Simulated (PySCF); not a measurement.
This script is equivalent to a calculation on F²⁺ (fluorine, charge +2).

```python
from pyscf import gto, scf, dft, mp, cc
import basis_set_exchange as bse
mol = gto.M(atom="F 0 0 0", charge=2, spin=3, symmetry="D2h",
            basis=gto.basis.parse(bse.get_basis("dyall-av2z", elements=["F"], fmt="nwchem")))
mf = dft.UKS(mol, xc="MN15")
mf.irrep_nelec = {'Ag': (2, 2), 'B1u': (1, 0), 'B2u': (1, 0), 'B3u': (1, 0)}
mf.kernel()
```

What total energy does it give?

-97.797 hartree (calculated).

Which occupied shell lies highest, and where?

2p α, at -55.422 eV.

What is ⟨S²⟩, and what would a pure spin state give?

3.750, against 3.75.
